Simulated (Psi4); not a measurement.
Computed with SAPT0/jun-cc-pVDZ, frozen core run with Psi4.

Psi4 input:

```
molecule {
0 1
C -0.36135867 -0.03165286 0.00065032
O 0.95328718 -0.00492496 0.53871860
H -1.03752424 -0.22710908 0.83166025
H -0.64154902 0.92488564 -0.45435109
H -0.48833231 -0.82737372 -0.74178542
H 1.57547707 0.16617497 -0.17489266
--
0 1
O 2.63297546 4.22141527 -1.11881757
Si 2.80751737 2.79536483 -0.33750702
O 4.31297479 2.79945940 0.30129534
O 2.70422080 1.45683146 -1.27143845
O 1.57979476 2.70402727 0.73901176
H 1.73739483 4.51111646 -1.30971922
H 4.64707865 3.63630667 0.63364372
H 3.49066202 1.19881799 -1.75861855
H 1.35865244 1.83394947 1.08033884
units angstrom
symmetry c1
no_reorient
no_com
}
set basis jun-cc-pvdz
set scf_type df
set freeze_core true
energy('sapt0')
```

Part of the output:

```
    SAPT Results
  --------------------------------------------------------------------------------------------------------
    Electrostatics                -24.70028741 [mEh]     -15.49966436 [kcal/mol]     -64.85059567 [kJ/mol]
      Elst10,r                    -24.70028741 [mEh]     -15.49966436 [kcal/mol]     -64.85059567 [kJ/mol]

    Exchange                       23.68890249 [mEh]      14.86501073 [kcal/mol]      62.19520491 [kJ/mol]
      Exch10                       23.68890249 [mEh]      14.86501073 [kcal/mol]      62.19520491 [kJ/mol]
      Exch10(S^2)                  23.52813089 [mEh]      14.76412503 [kcal/mol]      61.77309914 [kJ/mol]

    Induction                      -6.28089428 [mEh]      -3.94132067 [kcal/mol]     -16.49048566 [kJ/mol]
      Ind20,r                     -10.51352296 [mEh]      -6.59733526 [kcal/mol]     -27.60325072 [kJ/mol]
      Exch-Ind20,r                  6.68882093 [mEh]       4.19729850 [kcal/mol]      17.56149694 [kJ/mol]
      delta HF,r (2)               -2.45619226 [mEh]      -1.54128391 [kcal/mol]      -6.44873188 [kJ/mol]

    Dispersion                     -5.67326780 [mEh]      -3.56002929 [kcal/mol]     -14.89516256 [kJ/mol]
      Disp20                       -7.04463575 [mEh]      -4.42057567 [kcal/mol]     -18.49568861 [kJ/mol]
      Exch-Disp20                   1.37136795 [mEh]       0.86054638 [kcal/mol]       3.60052605 [kJ/mol]
      Disp20 (SS)                  -3.52231787 [mEh]      -2.21028784 [kcal/mol]      -9.24784430 [kJ/mol]
      Disp20 (OS)                  -3.52231787 [mEh]      -2.21028784 [kcal/mol]      -9.24784430 [kJ/mol]
      Exch-Disp20 (SS)              0.78487441 [mEh]       0.49251612 [kcal/mol]       2.06068747 [kJ/mol]
      Exch-Disp20 (OS)              0.58649354 [mEh]       0.36803025 [kcal/mol]       1.53983858 [kJ/mol]

  Total HF                         -7.29227921 [mEh]      -4.57597429 [kcal/mol]     -19.14587643 [kJ/mol]
  Total SAPT0                     -12.96554701 [mEh]      -8.13600358 [kcal/mol]     -34.04103898 [kJ/mol]
```
